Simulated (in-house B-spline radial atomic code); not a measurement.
Configurations of Sn VII (Sn6+), with energies counted from [Kr] 4d8. Method: scalar-relativistic (X2C) CAM-B3LYP, spin-polarised, spherical fractional occupations, exact exchange averaged over the configuration, Fermi nucleus of rms radius 4.6519 fm. Calculated with a radial B-spline atomic code at the basis-set limit. Shells without spins written out take the highest spin.

Occupations are held fixed; configurations that lie above the ionisation limit could autoionise.

```json
{"configuration": "[Kr] 4d7 4f1", "E - E(ref) (eV)": "60.374", "highest orbital": "4f up", "its <r> (bohr)": "1.558"}
{"configuration": "[Kr] 4d7 5f1", "E - E(ref) (eV)": "81.458", "highest orbital": "5f up", "its <r> (bohr)": "3.326"}
{"configuration": "[Ar] 3d10 4s2 4p5 4d8 5p1", "E - E(ref) (eV)": "113.12", "highest orbital": "5p up", "its <r> (bohr)": "1.988"}
{"configuration": "[Ar] 3d10 4s2 4p5 4d8 4f1", "E - E(ref) (eV)": "128.39", "highest orbital": "4f up", "its <r> (bohr)": "1.535"}
```

(1) Order these further configurations by energy, lowest first.
A. [Ar] 3d10 4s2 4p5 4d8 5s1
B. [Ar] 3d10 4s2 4p5 4d9
C. [Kr] 4d7 5p1
D. [Ar] 3d10 4s2 4p5 4d8 5d1
E. [Kr] 4d7 5d1

## Answers

(1) C (44.809 eV), E (63.227 eV), B (67.869 eV), A (100.27 eV), D (131.58 eV).
